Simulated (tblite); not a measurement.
Compound: C₆H₆F₂O.
Atom-mapped SMILES: `[O:1]=[C:2]1[CH:3]=[CH:4][CH2:5][C@@H:6]1[CH:7]([F:8])[F:9]` (hydrogens: H10 on C3; H11 on C4; H12, H13 on C5; H14 on C6; H15 on C7)

Computed with GFN2-xTB (tblite), gas phase: nudged elastic band of 9 images (0 to 8), spring 0.2 eV/Å², climbing image at the end, force threshold 0.05 eV/Å. The top image wasn't refined or checked by frequencies; at this threshold it can lie a kcal/mol or more above the true saddle point of the method.

Path: rotation about C6–C7 (sp3 carbon next to a carbonyl, CHF2 carbon), followed by the dihedral C2–C6–C7–F9, from -173° to -73°. Start geometry (image 0):
```
atom  x, y, z in Å
O1      0.179    0.172    2.440
C2      0.470    0.108    1.273
C3      1.635    0.662    0.585
C4      1.574    0.415   -0.724
C5      0.357   -0.350   -1.122
C6     -0.378   -0.600    0.200
C7     -1.796   -0.044    0.235
F8     -1.830    1.235   -0.209
F9     -2.612   -0.744   -0.593
H10     2.401    1.203    1.109
H11     2.299    0.721   -1.458
H12     0.622   -1.278   -1.632
H13    -0.249    0.239   -1.815
H14    -0.447   -1.663    0.443
H15    -2.229   -0.067    1.246
```

The first guess turns that dihedral rigidly in even steps and adds one set of random displacements (0.04 Å standard deviation a coordinate) to every inner image. Energies of the images above image 0 (eV) in the early part of the optimisation:

```json
{"iteration": "0", "1": "0.821", "2": "0.865", "3": "0.917", "4": "0.954", "5": "0.963", "6": "0.950", "7": "0.933", "8": "0.106"}
{"iteration": "10", "1": "0.057", "2": "0.094", "3": "0.137", "4": "0.168", "5": "0.177", "6": "0.167", "7": "0.153", "8": "0.106"}
{"iteration": "20", "1": "0.027", "2": "0.062", "3": "0.103", "4": "0.135", "5": "0.146", "6": "0.140", "7": "0.128", "8": "0.106"}
```

Q: Where does the band end, and how far was the first guess from it?

A: Final energies, images 1 to 8: 0.013, 0.046, 0.087, 0.119, 0.132, 0.128, 0.115, 0.106 eV. The highest point drops from 0.96 eV (image 5) to 0.132 eV (image 5), by 0.83 eV. Image 5 moved by 0.06 Å rms, its dihedral from -111° to -110°. The end images are fixed. The true force on the top image ends at 0.045 eV/Å, and the largest on any image at 0.06 eV/Å; away from the top, the method drives only the force across the path to zero. The last saved iteration is 50.

The cost below is that of the whole band run. On an Intel Xeon at 2.50 GHz with one thread, no GPU, shared host with 64 logical CPUs at a one-minute load of 41, this took 9.2 s and 0.18 GiB of memory at its peak.
